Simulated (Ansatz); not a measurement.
Which is lower?

Two relaxed structures of AlSiH$_{3}$OF (charge -1), closed shell (PBE0-D4/def2-TZVPD; forces vanish, vibrations not checked).

A:

```xyz
7
angstrom
O -0.6704 -0.8579 0.1518
Si -0.7437 0.7263 -0.4373
F 2.1716 -1.3271 -0.5239
Al 1.0404 -0.5240 0.4438
H 1.5960 -0.4897 1.9516
H -1.8368 1.5080 0.2734
H -1.2931 0.7408 -1.8530
```

B:

```
atom    x (Å)    y (Å)    z (Å)
  O1  -0.5323  -0.9190   0.2544
 Si2   1.0080  -0.3231   0.4135
  F3   2.0713  -1.2805  -0.3989
 Al4  -0.9250   0.6886  -0.4555
  H5   1.5090  -0.5812   1.8255
  H6  -1.8920   1.6652   0.4019
  H7  -1.2390   0.7500  -2.0409
```

Computed with Ansatz 0.2.0 (basis: def2-TZVPPD); correlated methods freeze the cores. B3LYP uses VWN-RPA correlation.

Q: Which structure is lower at CCSD(T), and by how much? (To be estimated.)

A: By the calculation: A, by 0.456 eV (electronic energy, against the other). By their contacts, A is AlSiH₃OF ([F][AlH]1[O][SiH2]1), total charge -1 and B is AlSiH₃OF ([F][SiH]1[O][AlH2]1), total charge -1.

All methods give the same order:

```tsv
method	E(B) − E(A) (eV)
PBE-D4	0.427
r2SCAN-D4	0.445
PBE0-D4	0.430
B3LYP-D4	0.436
wB97M-V	0.411
HF	0.413
MP2	0.477
CCSD	0.456
CCSD(T)	0.456
```

The T1 diagnostic stays at or below 0.015.

Labels in which every atom is bracketed show which atoms are joined, not bond orders.

For scale, one of the runs: CCSD(T)/def2-TZVPPD, 227 basis functions, launched by `ansatz run in.yaml --threads 2 --pin off --events-out ev --progress --plain --max-ram 4352MiB`. The run took 110 s on 2 CPU threads of an Arm Neoverse V2 (shared host), with 3.6 GiB of host memory at its peak.
